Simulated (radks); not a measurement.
Q: Neutral caesium: order these configurations by energy. Method: Dirac Kohn-Sham, PBE, spin-unpolarised, spherical densities, finite nucleus; Fermi nuclear charge, rms radius of each element as measured or else 0.836 A^(1/3) + 0.57 fm; computed with a radial shooting solver on a logarithmic mesh with Libxc functionals. Sub-shells are occupied by j as written (lower j first in brackets). [Xe] 4f(5/2: 1, 7/2: 0); [Xe] 5d(3/2: 1, 5/2: 0); [Xe] 6p(1/2: 1, 3/2: 0); [Xe] 6s1.

A: From the lowest, in eV above it: [Xe] 6s1 0.000; [Xe] 6p(1/2: 1, 3/2: 0) 1.320; [Xe] 5d(3/2: 1, 5/2: 0) 1.652; [Xe] 4f(5/2: 1, 7/2: 0) 2.951.
